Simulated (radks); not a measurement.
All-electron atom: Ir3+ in [Xe] 4f13.5 5d6 6p0.5 (fractional occupations, a model configuration). Method: Dirac Kohn-Sham, BLYP, spin-unpolarised, spherical densities, finite nucleus; open shells fill j = l - 1/2 first; Fermi nuclear charge, rms radius 5.4032 fm; computed with a radial shooting solver on a logarithmic mesh with Libxc functionals.

Unscreened Slater integrals over Kohn-Sham orbitals (hartree). Large and small components are both included. Empty in this configuration: 6p3/2.

integral            value
F0(6p1/2,6p1/2)   0.32994
F0(6p1/2,5d5/2)   0.39311
G3(6p1/2,5d5/2)  0.063082
F0(6p1/2,5d3/2)   0.39503
G1(6p1/2,5d3/2)  0.072627
F0(6p1/2,5p3/2)   0.40962
G2(6p1/2,5p3/2)  0.027884
F0(6p1/2,6p3/2)   0.31772
G2(6p1/2,6p3/2)   0.17147
F0(5d5/2,5d5/2)   0.59085
F2(5d5/2,5d5/2)   0.30919
F4(5d5/2,5d5/2)   0.20554
F0(5d5/2,5d3/2)   0.59924
F2(5d5/2,5d3/2)   0.31336
G2(5d5/2,5d3/2)   0.31299
G4(5d5/2,5d3/2)   0.20814
F0(5d5/2,5p3/2)   0.66685
F2(5d5/2,5p3/2)   0.33392
G1(5d5/2,5p3/2)   0.40496
G3(5d5/2,5p3/2)   0.25107
F0(5d5/2,6p3/2)   0.37016
F2(5d5/2,6p3/2)   0.12999
G1(5d5/2,6p3/2)  0.056730
G3(5d5/2,6p3/2)  0.048174
F0(5d3/2,5d3/2)   0.60807
F2(5d3/2,5d3/2)   0.31818
F0(5d3/2,5p3/2)   0.67966
F2(5d3/2,5p3/2)   0.34455
G1(5d3/2,5p3/2)   0.42414
G3(5d3/2,5p3/2)   0.26297
F0(5d3/2,6p3/2)   0.37180
F2(5d3/2,6p3/2)   0.12678
G1(5d3/2,6p3/2)  0.051525
G3(5d3/2,6p3/2)  0.044803
F0(5p3/2,5p3/2)   0.78854
F2(5p3/2,5p3/2)   0.42552
F0(5p3/2,6p3/2)   0.38441
F2(5p3/2,6p3/2)  0.098926
G0(5p3/2,6p3/2)  0.018673
G2(5p3/2,6p3/2)  0.025449
F0(6p3/2,6p3/2)   0.30726
F2(6p3/2,6p3/2)   0.16942
